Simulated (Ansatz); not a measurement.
H3BO3, charge -1, doublet, at a GFN2-xTB geometry (a state made from the parent by changing its charge; the spin is typed, not shown lowest) (a gas-phase anion, which may not be bound at this level); B3LYP/6-311+G(2d,p) run with Ansatz (an electronic-structure program).

The Ansatz input:
Ansatz 0.2 input:
```yaml
crystal:
  periodic: [false, false, false]
  atoms:
    - {symbol: O, position_ang: [-1.02710000, -0.97157949, 0.23933156]}
    - {symbol: B, position_ang: [-0.04418287, -0.05777999, -0.49715941]}
    - {symbol: O, position_ang: [-0.33824859, 1.39013744, -0.09636642]}
    - {symbol: O, position_ang: [1.37451978, -0.40656437, -0.03976810]}
    - {symbol: H, position_ang: [-1.57434854, -0.37184719, 0.74838219]}
    - {symbol: H, position_ang: [0.46777879, 1.68845498, 0.32744822]}
    - {symbol: H, position_ang: [1.25411462, -1.12365654, 0.58439034]}
basis:
  gaussian:
    orbitals: 6-311+G_2d_p_.json
hamiltonian:
  xc: b3lyp
total_charge: -1
magnetization: {spin_polarized: true, initial_magnetization: 1}
```
The basis file holds 6-311+G(2d,p) in the JSON format of the Basis Set Exchange.

Output, abridged:

```
Functional definition: B3LYP
940 factors; their error is unknown
mean field evaluation 1: about -6867.7326 eV, gradient 3.3e1 eV
mean field evaluation 2: about -6859.3814 eV, gradient 5.9e1 eV
mean field evaluation 4: about -6871.3553 eV, gradient 8.9e-1 eV
mean field evaluation 8: about -6871.3272 eV, gradient 3.4e-2 eV
mean field evaluation 16: about -6871.3273 eV, gradient 2.3e-5 eV
mean field -6871.32725191 eV, -252.5166189547 hartree, gradient 2.3e-5 eV, S^2 0.753191; 0 other end points of the search recorded, 0 dependent functions left out
reference -6871.32748079 eV, -252.5166273659 hartree; 17, 16 occupied and 109, 110 virtual orbitals, 940 factors
Total energy: -6871.32748079 eV, -252.5166273659 hartree
```
